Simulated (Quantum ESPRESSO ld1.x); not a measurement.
Problem. These are the eigenvalues of the occupied orbitals of an atom or ion with whole-number occupations (hartree). Calculated with ld1.x of Quantum ESPRESSO 7.5: Dirac Kohn-Sham, PBE, spin-unpolarised, spherical densities, point nucleus.

| orbital | eigenvalue |
|---|---|
| 1s1/2 | -84.5278 |
| 2s1/2 | -12.3547 |
| 2p1/2 | -10.8105 |
| 2p3/2 | -10.7675 |
| 3d3/2 | -2.79355 |

Which element is it, and in what charge state? The configuration may be excited. Open shells, if any, fill j = l - 1/2 first.

Solution. Z = 15, phosphorus, charge +6: P6+ in [He] 2s2 2p3 3d2. The list shows which subshells hold electrons but not how many an open one holds; the 1s level, -84.528 hartree, gives Z - s = 13.0 by -(Z - s)^2/2, which with screening and relativity narrows Z to a few neighbours, and the depths of the outer levels then fix element, charge and occupations together.
